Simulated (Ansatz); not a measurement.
Molecule: tribromo(ethoxy)germane, C$_{2}$H$_{5}$Br$_{3}$GeO (charge 0, singlet). SMILES: CC[O][Ge]([Br])([Br])[Br]
Structure (B3LYP-D3(BJ)/def2-TZVP (Ansatz, a quantum-chemistry and plane-wave program) minimum search):
```
O
C 1 1.4392
H 2 1.0940 1 109.55
H 2 1.0940 3 108.18 1 -119.37
C 2 1.5123 3 110.83 4 -121.69
H 5 1.0903 2 110.58 3 179.93
H 5 1.0903 6 108.55 2 -121.46
H 5 1.0919 6 108.60 7 -117.89
Ge 1 1.7562 2 120.47 3 -59.26
Br 9 2.2890 1 106.07 2 -180.00
Br 9 2.3110 1 110.19 2 -59.89
Br 9 2.3110 1 110.19 2 59.89
```

Computed values are from Ansatz. Cores are frozen in the correlated levels unless marked. Open shells are spin-unrestricted. No spin-orbit coupling. Frozen are the shells of the preceding noble gas and the d and f shells that filled before the atom's block. No relativistic terms. CBS(X,Y): correlation extrapolated as X^-3; Hartree-Fock from the larger set.

Question: What is the atomisation energy De at CCSD(T)/CBS(cc-pVTZ,cc-pVQZ)?

Answer: 4189.4 kJ/mol.

Question: What is the total energy at CCSD(T)/CBS(cc-pVTZ,cc-pVQZ)?

Answer: -9948.0145 Eh.

Question: What is the T1 diagnostic at CCSD/cc-pVQZ?

Answer: 0.011.

Question: What is the dipole moment at CCSD(T)/aug-cc-pVDZ?

Answer: 1.66 D.
